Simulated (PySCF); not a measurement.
Compound: C6H12N2Si.
Numbering: `[CH3:1][c:2]1[cH:3][cH:4][n:5][n:6]1[SiH:7]([CH3:8])[CH3:9]`

Definitions: NICS(0) = −σiso at the ring centroid; NICS(1) = −σiso and NICS(1)zz = −σzz at ±1 Å along the ring normal z. Level: GIAO PBE0/pcSseg-1 (PySCF, non-relativistic, gas phase) on the GFN2-xTB geometry, one conformer.

Ring bond lengths (Å), with Mayer bond orders in brackets: C2–C3 1.374 (1.44), C3–C4 1.405 (1.32), C4–N5 1.311 (1.58), N5–N6 1.348 (1.18), N6–C2 1.359 (1.06).

Problem. Give the NICS values of each ring in ppm.

Solution. 
```csv
ring,type,NICS(0),"NICS(1), two faces","NICS(1)zz, two faces",rms pucker (Å),"centre to ring atoms, mean (Å)"
C2–C3–C4–N5–N6,5-membered ring with 2 N; formal bonds all aromatic,-12.0,-11.7 / -11.7,-29.8 / -29.4,0.00,1.16
```

Problem. What can be read from them?

Solution. 
- C2–C3–C4–N5–N6: mean NICS(1)zz -29.6 ppm, shielded. The ring is flat and has no four-coordinate atom; by the NICS criterion it is aromatic.

Problem. And the bond-length index? HOMA takes Krygowski's 1993 parameters.

Solution. 
- C2–C3–C4–N5–N6: HOMA 0.91; the largest term is that of N5–N6, α(R − Ropt)² = 0.20. The geometric and the magnetic index point the same way.

Problem. What field does 14.1 T along the ring normal induce along that normal at the second NICS(1) probe listed for ring C2–C3–C4–N5–N6, 1 Å off the ring?

Solution. NICSzz × B0 = -29.4 ppm × 14.1 T = -415 μT, against the applied field.

Time: 55 s wall (grids of density and orbitals included); peak memory 0.93 GiB. Hardware: one thread, Arm Neoverse V1 (aarch64), no GPU, shared host. This is the whole shielding run at PBE0/pcSseg-1, SCF included.

Shape of the structure used: `[CH3:1][c:2]1[cH:3][cH:4][n:5][n:6]1[SiH:7]([CH3:8])[CH3:9]`: N5–N6–Si7–C8 105°.
